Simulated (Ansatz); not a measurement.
C₃H₆BN, SMILES `BC1CC=N1`. Total charge 0; spin multiplicity 1.

Z-matrix (Å, degrees):
```
C
C 1 1.592
B 1 1.536 2 100.0
N 1 1.483 2 88.0 3 -120.3
H 1 1.091 2 113.3 3 125.7
C 2 1.493 1 79.9 3 119.3
H 2 1.090 1 113.6 3 -125.1
H 2 1.096 1 118.6 3 4.7
H 3 1.197 1 118.6 2 90.1
H 3 1.196 1 120.5 2 -81.8
H 6 1.089 2 132.7 1 -177.4
```

Task: List the harmonic frequencies (cm⁻¹, unscaled) at PBE0-D4/def2-TZVP in Ansatz. (Estimate.)

Result: Computed: 125, 237, 369, 442, 738, 752, 834, 887, 903, 967, 989, 1046, 1082, 1099, 1172, 1215, 1219, 1305, 1317, 1444, 1677, 2583, 2670, 3054, 3107, 3135, 3148.

Task: Is this a minimum?

Result: Yes, all 27 modes are real.

Task: Give the ideal-gas thermochemistry at 298.15 K and 1 bar (rigid rotor, harmonic oscillator; point group C1, symmetry number 1).

Result: Zero-point energy 224.4 kJ/mol; H(298) − E = 240.6 kJ/mol; entropy 299.4 J/(mol·K), of which translation 161.3, rotation 103.2, vibration 34.9; G(298) − E = 151.4 kJ/mol.

Task: And at 400, 500, 600, 800 and 1000 K?

Result: 
```tsv
T (K)	H − E (kJ/mol)	S (J/mol/K)	G − E (kJ/mol)
400	250.6	328.1	119.4
500	262.8	355.2	85.2
600	277.0	380.9	48.4
800	309.7	427.8	-32.6
1000	346.8	469.1	-122.3
```
